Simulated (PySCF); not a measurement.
## Towards the basis-set limit for BiH

State: ³Σ⁻, triplet, unpaired electrons π ↑↑. De refers to Bi + H. ROHF-based CCSD(T) in PySCF 2.14 with Bi cc-pwCVDZ-PP with ECP60, H aug-cc-pVDZ and Bi cc-pwCVTZ-PP with ECP60, H aug-cc-pVTZ (frozen core orbitals: 4; scalar-relativistic core potentials). Correlation energies are extrapolated as n⁻³ (n = 2, 3), Hartree–Fock as (n+1)·exp(−9√n).

| Level | Re (Å) | ωe (cm⁻¹) | ωexe (cm⁻¹) | αe (cm⁻¹) | De (eV) |
| --- | --- | --- | --- | --- | --- |
| CCSD(T)/DZ | 1.7999 | 1762.3 | 33.6 | 0.147 | 2.201 |
| CCSD(T)/TZ | 1.7894 | 1785.0 | 31.0 | 0.142 | 2.368 |
| HF/CBS | 1.7798 | 1888.1 | 24.3 | 0.120 | 1.296 |
| MP2/CBS | 1.7666 | 1889.0 | 26.0 | 0.128 | 2.210 |
| CCSD/CBS | 1.7812 | 1822.5 | 28.9 | 0.136 | 2.376 |
| CCSD(T)/CBS | 1.7858 | 1796.5 | 30.3 | 0.141 | 2.428 |

Q: How much is left between CCSD(T)/TZ and the basis-set limit, and how much do the triples give at the limit?

A: CCSD(T)/CBS less CCSD(T)/TZ: -3.6 mÅ in Re, +11.5 cm⁻¹ in ωe and +0.060 eV in De. CCSD(T)/CBS less CCSD/CBS: +4.6 mÅ in Re, -26.0 cm⁻¹ in ωe and +0.052 eV in De.

The T1 diagnostic is 0.015. The state was picked by a PBE0 search and need not be the measured ground state. Spin–orbit coupling, excitations beyond (T) and corrections to the Born–Oppenheimer picture are left out, and spin–orbit coupling matters for open p, d or f shells this heavy.

The whole job (state search and all basis sets along the bond) took about 3.7 min on 4 threads of Intel Xeon 6975P-C (shared host), peak memory 5.2 GiB.
